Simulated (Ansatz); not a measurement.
Gas-phase electronic energies from Ansatz, PBE0-D4/def2-TZVP geometries. CBS: MP2 limit from def2 TZ/QZ plus the TZ coupled-cluster correction, frozen cores. This one scheme is used for every species. def2 core potentials past Kr. For W outer-core shells are correlated without core-valence functions, which leaves a few kJ/mol of doubt a bond. One conformer a species, not always the lowest.

Reaction (substitution at a C–S bond): `CS[Si]N` + `C[O][W](=[NH])(=[NH])[OH]` → `C[O][W](=[NH])(=[NH])[O]C` + `N[Si]S`

`CS[Si]N`:

Z-matrix (Å, degrees):
```
C
S 1 1.813
H 1 1.089 2 109.2
H 1 1.092 2 110.5 3 -120.2
H 1 1.089 2 109.3 3 119.6
Si 2 2.141 1 100.1 3 120.8
N 6 1.710 2 98.2 1 179.9
H 7 1.009 6 127.5 2 -0.0
H 7 1.007 6 120.2 2 180.0
```

`C[O][W](=[NH])(=[NH])[OH]`:

Cartesian coordinates in Å:
```
C 0.055 1.348 -1.731
O -0.576 0.383 -0.932
W -0.180 -0.485 0.687
N -0.250 -2.216 0.428
N 1.405 0.047 1.211
O -1.430 -0.016 2.049
H 0.387 0.890 -2.668
H 0.918 1.786 -1.221
H -0.661 2.141 -1.965
H 0.075 -3.165 0.349
H 2.366 -0.070 1.487
H -2.110 -0.641 2.307
```

`C[O][W](=[NH])(=[NH])[O]C`:

Cartesian coordinates in Å:
```
C -2.783 -0.396 -0.689
O -1.396 -0.599 -0.688
W 0.113 0.401 -0.169
N -0.445 1.936 0.472
N 1.162 0.618 -1.558
O 1.086 -0.505 1.164
C 2.389 -1.009 1.286
H -3.275 -1.288 -0.291
H -3.060 0.468 -0.076
H -3.133 -0.233 -1.713
H -0.508 2.936 0.565
H 1.645 1.114 -2.289
H 2.898 -1.036 0.318
H 2.965 -0.383 1.974
H 2.342 -2.023 1.693
```

`N[Si]S`:

Cartesian coordinates in Å:
```
N 1.150 -0.106 -0.317
Si -0.461 -0.098 -0.884
S -1.419 0.220 1.027
H 1.473 0.008 0.632
H 1.911 -0.238 -0.964
H -2.655 0.214 0.506
```

| species | HF/def2-QZVPP energy (Eh) |
| --- | --- |
| `CS[Si]N` | -781.81119 |
| `C[O][W](=[NH])(=[NH])[OH]` | -366.61069 |
| `C[O][W](=[NH])(=[NH])[O]C` | -405.64600 |
| `N[Si]S` | -742.76737 |

Task: Work out ΔE.

Result: ΔE = (-405.64600) + (-742.76737) − (-781.81119) − (-366.61069) = 0.00851 Eh = +0.23 eV. CCSD(T)/CBS gives +0.38 eV.

Largest T1 diagnostic among the species: 0.020.

At CCSD(T), def2-SVP lies −0.26 eV from the extrapolated value and def2-TZVPP −0.06 eV. Leaving LDA and LC-ωPBE aside and taking each functional with its dispersion term where it has one, the values, not all of them listed here, spread over 0.10 eV, from CAM-B3LYP-D4 to revPBE-D4.
